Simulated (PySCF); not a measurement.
A GIAO shielding run with PySCF 2.14.0 with density-fitted response routines (density fitting, non-relativistic, gas phase) on `CS[SiH2][Si](C)([SiH3])[SiH3]`, C2H14SSi4:

```
$ OMP_NUM_THREADS=1 python probes_run.py task.json out

{"job": {"kind": "nmr", "xc": "PBE0", "basis": "pcSseg-1"}, "charge": 0, "multiplicity": 1}
C      3.812880    -1.124085    -0.019193
S      2.054939    -1.392576     0.333255
Si     1.255341     0.505929    -0.309403
Si    -1.022993     0.309034     0.129597
C     -1.705866     2.028434    -0.385501
Si    -1.457334     0.047015     2.423325
Si    -2.047547    -1.304310    -1.236169
H      4.338887    -2.025678     0.276661
H      3.945888    -0.946336    -1.082164
H      4.172928    -0.275754     0.555393
H      2.057996     1.498885     0.418010
H      1.721863     0.642442    -1.696437
H     -1.253362     2.830215     0.191160
H     -2.778603     2.081473    -0.227790
H     -1.521337     2.238522    -1.435241
H     -2.858357     0.334883     2.751304
H     -0.652523     0.942874     3.260527
H     -1.185525    -1.318639     2.869959
H     -1.221137    -1.692580    -2.381597
H     -3.320800    -0.836752    -1.794512
H     -2.344257    -2.526053    -0.486954
```

Hardware: 1 thread of an Arm Neoverse N1, shared host. The job also computes population analyses, field gradients.

**Question.** How large is the calculation?

**Answer.** 98 electrons, 224 basis functions and 1283 auxiliary functions.

**Question.** How long does it take, and how much memory does it need?

**Answer.** 79 s of wall time, with 12 SCF cycles and 5 response iterations; peak memory 1.1 GiB. Times on a shared host scatter by some tens of per cent.
